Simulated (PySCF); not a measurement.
C₆ coefficients of unlike pairs at PBE0

Calculated with PySCF 2.14 from the dipole response of each species, C₆(A,B) = (3/π) ∫ α_A(iu) α_B(iu) du, in atomic units, from isotropic polarisabilities. For ions this is the dispersion term alone; charge-induced terms of lower order in 1/R come first.

```csv
species,configuration,basis,relativity,α (bohr³),C₆ (like pair)
He,1s2 (1S),"x2c-QZVPPall with one added diffuse shell each of s, p, d type (5s4p3d1f)",spin-free X2C,1.477,1.605
Ba⁺,[Xe] 6s1 (2S),aug-cc-pVTZ-X2C (9s8p6d3f),spin-free X2C,141.4,1574
Tl,[Xe] 4f14 5d10 6s2 6p1 (2P),aug-cc-pwCVDZ-PP with ECP60MDF (6s5p4d1f),core potential,77.72,799.5
Ba,[Xe] 6s2 (1S),"aug-cc-pwCVTZ-X2C with one added diffuse shell each of s, p, d, f type (12s11p9d5f)",spin-free X2C,278.8,5554
```

Estimate C₆ for Ba⁺ with He.

The integral gives 34.85. The combination rule 2 C_A C_B / (C_A α_B/α_A + C_B α_A/α_B) gives 29.70 and the geometric mean 50.26.

No spin-orbit coupling is included.

The other pairs:

| pair | C₆ |
| --- | --- |
| Ba, Tl | 1999 |
| Tl, He | 29.31 |
| Ba, Ba⁺ | 2944 |
| Tl, Ba⁺ | 1089 |
| Ba, He | 59.39 |
